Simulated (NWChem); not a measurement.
System: PbClF, singlet; SMILES [F][Pb][Cl]

NWChem input:

```
start job
memory heap 200 mb stack 900 mb global 1100 mb
geometry units angstroms noautoz
  Pb    -0.257064     0.337888     0.000000
  F      1.648011     1.108400     0.000000
  Cl     0.327919    -2.073686     0.000000
end
basis spherical
  * library def2-svp
end
ecp
  Pb library def2-ecp
end
dft
  xc m06-2x
  grid fine
  iterations 150
  mulliken
end
task dft gradient
```

Output (shortened):

```
             Northwest Computational Chemistry Package (NWChem) 7.3.0
             --------------------------------------------------------

 CS  symmetry detected

                             Geometry "geometry" -> ""
                             -------------------------

 Output coordinates in angstroms (scale by  1.889725989 to convert to a.u.)

  No.       Tag          Charge          X              Y              Z
 ---- ---------------- ---------- -------------- -------------- --------------
    1 Pb                  82.0000    -0.23481395     0.32749442     0.00000000
    2 F                    9.0000     1.70627965     1.00214628     0.00000000
    3 Cl                  17.0000     0.22930745    -2.11022698     0.00000000

 Effective nuclear repulsion energy (a.u.)     510.8102748164

      Symmetry information
      --------------------

 Group name             Cs
 Group number              2
 Group order               2
 No. of unique centers     3

                                 NWChem DFT Module
                                 -----------------

 Summary of "ao basis" -> "ao basis" (spherical)
 ------------------------------------------------------------------------------
       Tag                 Description            Shells   Functions and Types
 ---------------- ------------------------------  ------  ---------------------
 Pb                         def2-svp                10       26   4s4p2d
 F                          def2-svp                 6       14   3s2p1d
 Cl                         def2-svp                 8       18   4s3p1d

      Symmetry analysis of basis
      --------------------------

        a'         41
        a"         17

            General Information
            -------------------
          SCF calculation type: DFT
          Wavefunction type:  closed shell.
          No. of atoms     :     3
          No. of electrons :    48
           Alpha electrons :    24
            Beta electrons :    24
          Charge           :     0
          Spin multiplicity:     1
          Use of symmetry is: on ; symmetry adaption is: on
          Maximum number of iterations: 150
          AO basis - number of functions:    58
                     number of shells:    24
          Convergence on energy requested:  1.00D-06
          Convergence on density requested:  1.00D-05
          Convergence on gradient requested:  5.00D-04

              XC Information
              --------------
                       M06-2X Method XC Functional
                     Hartree-Fock (Exact) Exchange  0.540
                        M06-2X Exchange Functional  1.000
                      M06-2X Correlation Potential  1.000

             Grid Information
             ----------------
          Grid used for XC integration:  fine
          Radial quadrature: Mura-Knowles
          Angular quadrature: Lebedev.
          Tag              B.-S. Rad. Rad. Pts. Rad. Cut. Ang. Pts.
          ---              ---------- --------- --------- ---------
          Pb                  1.80      141           8.0       974
          F                   0.50       70           9.0       590
          Cl                  1.00      123          10.0       770
          Grid pruning is: on
          Number of quadrature shells:   334
          Spatial weights used:  Erf1

      Superposition of Atomic Density Guess
      -------------------------------------

 Sum of atomic energies:        -777.97612384

      Non-variational initial energy
      ------------------------------

 Total energy =    -750.262998
 1-e energy   =   -1417.803140
 2-e energy   =     513.297165
 HOMO         =      -0.356869
 LUMO         =      -0.044833

      Symmetry analysis of molecular orbitals - initial
      -------------------------------------------------

  Numbering of irreducible representations:

     1 a'          2 a"

  Orbital symmetries:

     1 a'          2 a'          3 a'          4 a'          5 a'
     6 a"          7 a'          8 a'          9 a'         10 a"
    11 a'         12 a'         13 a'         14 a'         15 a"
    16 a"         17 a'         18 a'         19 a'         20 a"
    21 a'         22 a"         23 a'         24 a'         25 a"
    26 a'         27 a'         28 a'         29 a'         30 a"
    31 a'         32 a"         33 a'         34 a"

     ---------------------------------------------
      Total Density - Mulliken Population Analysis
     ---------------------------------------------

    Atom       Charge   Shell Charges
 -----------   ------   -------------------------------------------------------
    1 Pb  22    20.52   2.99 -0.94  1.21  0.70  3.38  2.60  0.35  0.17  9.75  0.31
    2 F    9     9.81   1.99  1.16  0.81  3.59  2.25  0.00
    3 Cl  17    17.67   2.00  1.99  1.24  0.73  5.94  2.21  3.55  0.01

   convergence    iter        energy       DeltaE   RMS-Dens  Diis-err
 ---------------- ----- ----------------- --------- --------- ---------
 d= 0,ls=0.0,diis     1   -752.4940257127 -9.07D+02  2.79D-02  7.31D-01
 d= 0,ls=0.0,diis     2   -752.3744586216  1.20D-01  1.33D-02  2.27D+00
 d= 0,ls=0.0,diis     3   -752.5933024240 -2.19D-01  2.59D-03  1.48D-02
 d= 0,ls=0.0,diis     4   -752.5950842238 -1.78D-03  1.10D-03  3.68D-03
 d= 0,ls=0.0,diis     5   -752.5950997937 -1.56D-05  4.70D-04  7.60D-05
  Resetting Diis
 d= 0,ls=0.0,diis     6   -752.5951303409 -3.05D-05  1.35D-04  1.18D-05
 d= 0,ls=0.0,diis     7   -752.5951332352 -2.89D-06  2.65D-05  1.06D-06
 d= 0,ls=0.0,diis     8   -752.5951333050 -6.98D-08  9.96D-06  1.03D-06

         Total DFT energy =     -752.595133305012
      One electron energy =    -1419.811868334436
           Coulomb energy =      567.684918975224
    Exchange-Corr. energy =      -54.711161351223
 Nuclear repulsion energy =      154.242977405422

 Numeric. integr. density =       48.000000202742

                  Occupations of the irreducible representations
                  ----------------------------------------------

                     irrep           alpha         beta
                     --------     --------     --------
                     a'               18.0         18.0
                     a"                6.0          6.0

                       DFT Final Molecular Orbital Analysis
                       ------------------------------------

 Vector   22  Occ=2.000000D+00  E=-3.574126D-01  Symmetry=a"
              MO Center=  2.3D-01, -2.0D+00, -6.7D-17, r^2= 1.5D+00
   Bfn.  Coefficient  Atom+Function         Bfn.  Coefficient  Atom+Function
  ----- ------------  ---------------      ----- ------------  ---------------
    53      0.635733  3 Cl pz                50      0.447900  3 Cl pz
    47      0.261562  3 Cl pz                16      0.090187  1 Pb pz
    13      0.085054  1 Pb pz                32      0.084329  2 F  pz
    18      0.070660  1 Pb d -1              35     -0.069062  2 F  pz
    23     -0.053588  1 Pb d -1              10     -0.033241  1 Pb pz

 Vector   23  Occ=2.000000D+00  E=-3.564835D-01  Symmetry=a'
              MO Center=  1.7D-01, -1.7D+00,  3.3D-15, r^2= 2.4D+00
   Bfn.  Coefficient  Atom+Function         Bfn.  Coefficient  Atom+Function
  ----- ------------  ---------------      ----- ------------  ---------------
    51      0.443721  3 Cl px                52      0.409696  3 Cl py
    48      0.316350  3 Cl px                49      0.289832  3 Cl py
    45      0.183855  3 Cl px                 3     -0.174277  1 Pb s
    46      0.169535  3 Cl py                31     -0.135424  2 F  py
    12     -0.128333  1 Pb py                11      0.122468  1 Pb px

 Vector   24  Occ=2.000000D+00  E=-3.442189D-01  Symmetry=a'
              MO Center=  1.7D-01, -1.1D+00, -2.6D-15, r^2= 3.7D+00
   Bfn.  Coefficient  Atom+Function         Bfn.  Coefficient  Atom+Function
  ----- ------------  ---------------      ----- ------------  ---------------
    51      0.449074  3 Cl px                 3      0.345373  1 Pb s
    48      0.316057  3 Cl px                52     -0.311743  3 Cl py
     1     -0.238268  1 Pb s                 30     -0.228019  2 F  px
    49     -0.217269  3 Cl py                 4      0.211946  1 Pb s
    45      0.183918  3 Cl px                33      0.181861  2 F  px

 Vector   25  Occ=0.000000D+00  E=-7.520576D-02  Symmetry=a"
              MO Center= -2.4D-01,  2.7D-01, -2.5D-14, r^2= 3.9D+00
   Bfn.  Coefficient  Atom+Function         Bfn.  Coefficient  Atom+Function
  ----- ------------  ---------------      ----- ------------  ---------------
    16      0.622417  1 Pb pz                13      0.514849  1 Pb pz
    53     -0.229242  3 Cl pz                10     -0.185072  1 Pb pz
     7     -0.180284  1 Pb pz                32      0.149245  2 F  pz
    35     -0.143842  2 F  pz                50     -0.122580  3 Cl pz
    47     -0.071977  3 Cl pz                25      0.041727  1 Pb d  1

 Vector   26  Occ=0.000000D+00  E= 7.932701D-03  Symmetry=a'
              MO Center= -3.7D-01,  4.7D-01, -1.4D-14, r^2= 4.8D+00
   Bfn.  Coefficient  Atom+Function         Bfn.  Coefficient  Atom+Function
  ----- ------------  ---------------      ----- ------------  ---------------
    15      0.868938  1 Pb py                44      0.375363  3 Cl s
    12      0.361063  1 Pb py                52      0.330010  3 Cl py
    14      0.236504  1 Pb px                29     -0.179273  2 F  s
    51     -0.172266  3 Cl px                 3     -0.147113  1 Pb s
     9     -0.144007  1 Pb py                49      0.142210  3 Cl py

[...]

                         DFT ENERGY GRADIENTS

    atom               coordinates                        gradient
                 x          y          z           x          y          z
   1 Pb     -0.443734   0.618875   0.000000    0.000157  -0.003317   0.000000
   2 F       3.224401   1.893782   0.000000    0.000912   0.001152   0.000000
   3 Cl      0.433328  -3.987751   0.000000   -0.001069   0.002165   0.000000
```

Level: M06-2X/def2-SVP with def2 effective core potentials on Pb. Low-valent species are run as closed-shell singlets; no triplet was tried in these runs. All runs use the structure optimised with PBE0/def2-SVP. def2 effective core potentials on Pb; no spin-orbit coupling.
